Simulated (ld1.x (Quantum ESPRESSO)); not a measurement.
# V (Z = 23): one change to an ultrasoft potential, before and after

| Quantity | Value |
| --- | --- |
| Element | V (Z = 23) |
| Generator | ld1.x (Quantum ESPRESSO) 7.5 |
| Type | ultrasoft |
| Functional | PBE |
| Relativity | scalar-relativistic |
| Frozen core | [Ar] |
| Valence charge | 5 |
| Reference configuration | 3d3 4s1 4p0 (charge +1) |
| Partial waves | 4s (bound): rcut 2.25, rcutus 2.70 bohr; 4s channel at 0.8 Ry: rcut 2.25, rcutus 2.70 bohr; 4p (bound, empty): rcut 3.10, rcutus 3.75 bohr; 4p channel at 0.25 Ry: rcut 3.10, rcutus 3.75 bohr; 3d (bound): rcut 1.25, rcutus 1.45 bohr; 3d channel at 3.35 Ry: rcut 1.25, rcutus 1.45 bohr |
| Local potential | all-electron potential smoothed inside 1.15 bohr (lloc = -1) |
| Core correction | none |
| Augmentation charge | PSQ, radius 1.30 bohr |

All-electron outer shells of the reference configuration (PBE, scalar-relativistic, ld1.x):

| shell | level (eV) | outermost node (bohr) | outermost maximum (bohr) |
| --- | --- | --- | --- |
| 3p | -51.65 | 0.35 | 0.84 |
| 3d | -12.63 | – | 0.90 |
| 4s | -10.90 | 1.17 | 2.59 |
| 4p | -6.83 | 1.29 | 3.20 |

Change: functional BLYP.

Cutoffs: the cutoffs (Ry, on a coarse ladder) from which the occupation-weighted sum of valence levels, in a spherical-Bessel basis at the reference potential, stays within 10 and 1 mRy of its value at 400 Ry; they do not see the model core or the augmentation charge, which bear on the density cutoff. Errors are all-electron minus pseudo energies relative to the spin-unpolarised reference configuration.

**Question.** Predict the effect on cutoff, ghosts and configuration errors.

**Answer.** The potential gets neither clearly harder nor softer (45 Ry and 80 Ry → 45 Ry and 80 Ry); both files keep a bound ghost (p, s); of the 6 tests that both files solve, the error grows in 2 and shrinks in 2 by more than 15 % and 0.3 meV (median size 22.1 → 38.6 meV); the range in which the p phases agree narrows (upper end 3.8 → 1.4).

| quantity | base | changed |
| --- | --- | --- |
| cutoff, loose | 45 Ry | 45 Ry |
| cutoff, tight | 80 Ry | 80 Ry |
| bound ghosts | s, p | s, p |
| tests counted (converged, no solver errors) | 6 of 7 | 6 of 7 |
| error for 3d3 4s2 4p0, meV [ΔE -7.73 → -7.69 eV] | +28 | +30 |
| error for 3d3 4s0 4p0, meV [ΔE 14.30 → 14.45 eV] | +134 | +86 |
| error for 3d2 4s0 4p0, meV [ΔE 43.19 → 43.34 eV] | -1.7 | -48 |
| error for 3d2 4s2 4p0, meV [ΔE 3.24 → 3.17 eV] | -16 | -47 |
| error for 3d3 4s0 4p1, meV [ΔE 4.10 → 4.15 eV] | +29 | +19 |
| error for 3d3 4s1.5 4p0, meV [ΔE -4.64 eV] | +11 | +10 |
| s: phases at 4.04 bohr within 0.05 rad from the reference energy up to (Ry; the scan ends near 5) | 4.0 | 4.0 |
| p: phases at 4.04 bohr within 0.05 rad from the reference energy up to (Ry; the scan ends near 5) | 3.8 | 1.4 |
| d: phases at 4.04 bohr within 0.05 rad from the reference energy up to (Ry; the scan ends near 5) | to the end of the scan | to the end of the scan |
| lowest overlap eigenvalue by channel | s 0.20, p 0.16, d 0.37 | s 0.19, p 0.19, d 0.37 |

Base: Tests not counted: 3d2 4s2 4p1 (solver errors, printed error -2.6 eV). Changed file: Tests not counted: 3d2 4s2 4p1 (solver errors, printed error -2.7 eV). A true bound ghost makes a file unfit for plane-wave use even where its test errors are small: the radial tests pick states by their node count and pass the ghost by. Where a test does run into it, the solver fails or the error is huge.
